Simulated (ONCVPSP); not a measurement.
# Varying the ONCV potential for Ar

Base potential:

ONCVPSP 4.0.1 input, shortened (lines: element, Z, core and valence counts, functional; n l f; lmax; l rc ep ncon nbas qcut; lloc lpopt rc5 dvloc0; l nproj debl; icmod fcfact rcfact), PBEsol, scalar-relativistic:

```
  Ar 18.00    1    4  -116133      upf
    1    0    2.00
    2    0    2.00
    2    1    6.00
    3    0    2.00
    3    1    6.00
    2
    0    0.60    0.00    4    9   21.80
    1    0.60    0.00    4    8   22.50
    2    0.50    0.03    4    8   16.90
    2    5    0.50    0.00
    0    2    4.00
    1    2    3.50
    2    0    2.90
    3    3.75    1.50
```

Cutoffs, loose and tight: the cutoffs (Ha) at which the residual kinetic energy of the hardest occupied pseudo-wave falls to 1 and 0.1 mHa per electron. They do not see the model core or the augmentation charge, which bear on the density cutoff. Test errors are all-electron minus pseudo excitation energies from the reference, over the configurations 2s2 2p6 3s2 3p5; 2s2 2p6 3s2 3p4; 2s2 2p6 3s2 3p3; 2s1 2p6 3s2 3p6. A dash means not determined; rows that change the core or the reference have their own tests.

| change | outcome | cutoff, loose | cutoff, tight | bound ghosts | GHOST(+) flags above zero | largest test error (meV) |
| --- | --- | --- | --- | --- | --- | --- |
| base | generated | 214 Ha | 238 Ha | none | none | -316 |
| fully relativistic | generated | 214 Ha | 238 Ha | none | none | -272 |
| core correction none | generated | 214 Ha | 238 Ha | none | none | -286 |
| core correction Teter function, fcfact 6.2, rcfact 1.5 | generated | 214 Ha | 238 Ha | none | none | -318 |
| d: qcut 17.9 | generated | 214 Ha | 238 Ha | none | none | -316 |

(1) What comes out with this change to the base: s: rc 0.84?

(2) What comes out with this change to the base: p: qcut 12.9?

## Answers

(1) outcome: generated; cutoff, loose: 214 Ha; cutoff, tight: 238 Ha; bound ghosts: none; GHOST(+) flags above zero: none; largest test error (meV): -563.

(2) outcome: generated; cutoff, loose: 612 Ha; cutoff, tight: 941 Ha; bound ghosts: none; GHOST(+) flags above zero: none; largest test error (meV): -531.
